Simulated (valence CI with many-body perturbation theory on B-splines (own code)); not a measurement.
Values are calculated unless marked as measured or tabulated.
Bi⁷⁷⁺: input, log and results

The program does CI of the valence electrons with many-body perturbation theory for a frozen closed Dirac-Fock core.

Command, and the settings that its task file holds:

```sh
python run_cv.py task.json out
```

```
atom Bi  Z=83  mass_number=209  rms_radius_fm=5.5211
core [He]
valence 2s2 2p2
avg = 1
basis = S
breit = 1
cap = 10000
capref = 1200
cscale = 1
de = 0.0
dress = 0
eps = 2e-08
extrap = 1
h = 0.27
hh = 1
l2 = 3
lcore = 6
maxit = 60
n2 = 5
natural = 1
nlev = 20
nno = [3, 3, 3, 2, 1]
nroot = 26
ns = 3
nsp = [3, 3, 2, 1, 0]
pt2 = 1
qed = 1
rpa = 1
s1 = 1
s2 = 1
s3 = 1
screen = 1
tol = 2e-05
whole = 1
```

Log. The first blocks belong to the next ion, which gives the ionisation energy. Fields: 2J, parity (1 odd), roots, reference size, generating configurations, candidates as configurations/state functions, variational space P, stored matrix elements, Davidson steps; e2 is the range of second-order energies in hartree. The first line gives the box (bohr), its intervals, the orbitals and the steps of their self-consistent field. Window is the range of levels sought, series limit the energy at which the first omitted orbital would enter, core excitation an estimate of the first excitation out of the core, left out the lowest levels not solved, and shifts from estimates the range by which levels moved from their first estimate, all in cm⁻¹.

```
rmax 0.7 intervals 52 orbitals 36 references ['2s2 2p2', '2s 2p3', '2p4'] scf 2 t 0.4
2J=1 par=1 roots 2 ref 40 generators 2 cand 653/925 P 546/813 nnz 0 it 0
2J=1 par=1 roots 2 ref 40 generators 2 cand 139/152 P 568/846 nnz 0 it 0
   second order: generators 2 cand 117/119 e2 -0.00000 -0.00000
reference levels 448, estimated 188, window 110546062 1/cm; series limit 151480202, core excitation 612696384
2J=0 par=0 roots 7 ref 28 generators 8 cand 1306/2028 P 2392/3495 nnz 8.9e+05 it 4
2J=0 par=0 roots 7 ref 28 generators 10 cand 798/1290 P 2492/3656 nnz 9.7e+05 it 4
   second order: generators 14 cand 1550/2555 e2 -0.00001 -0.00000
2J=2 par=0 roots 5 ref 58 generators 6 cand 2437/7206 P 1257/3581 nnz 1.2e+06 it 5
2J=2 par=0 roots 5 ref 58 generators 9 cand 2978/10024 P 2318/7140 nnz 4.4e+06 it 5
   second order: generators 14 cand 2759/11094 e2 -0.00001 -0.00000
2J=4 par=0 roots 5 ref 64 generators 5 cand 1640/6198 P 1170/3586 nnz 1.4e+06 it 5
2J=4 par=0 roots 5 ref 64 generators 8 cand 2753/12440 P 2077/7148 nnz 5.1e+06 it 5
   second order: generators 10 cand 2487/12849 e2 -0.00003 -0.00000
2J=4 par=1 roots 5 ref 67 generators 4 cand 1641/6133 P 1110/3585 nnz 1.4e+06 it 4
2J=4 par=1 roots 5 ref 67 generators 5 cand 1638/7286 P 1940/6895 nnz 5e+06 it 5
   second order: generators 7 cand 1928/8608 e2 -0.00002 -0.00000
2J=2 par=1 roots 7 ref 62 generators 8 cand 2832/8737 P 1318/3584 nnz 1.3e+06 it 4
2J=2 par=1 roots 7 ref 62 generators 10 cand 2965/10056 P 2463/7383 nnz 4.6e+06 it 5
   second order: generators 13 cand 2042/7691 e2 -0.00002 -0.00000
2J=6 par=1 roots 2 ref 47 generators 2 cand 1424/6435 P 1115/3554 nnz 1.3e+06 it 4
2J=6 par=1 roots 2 ref 47 generators 3 cand 1442/8203 P 1811/6708 nnz 4.7e+06 it 5
   second order: generators 5 cand 1898/12243 e2 -0.00001 -0.00000
2J=0 par=1 roots 4 ref 24 generators 4 cand 965/1290 P 2232/3349 nnz 8.4e+05 it 4
2J=0 par=1 roots 4 ref 24 generators 8 cand 1408/2305 P 2315/3476 nnz 9e+05 it 4
   second order: generators 10 cand 1457/2375 e2 -0.00001 -0.00000
left out: unestimated 160322021, estimated 119571715, shifts from estimates 0 to 135
```

What became of the run, and why?

It gave no result: the setting left no core shell for the response of the core. The program said: "need at least one array to concatenate".
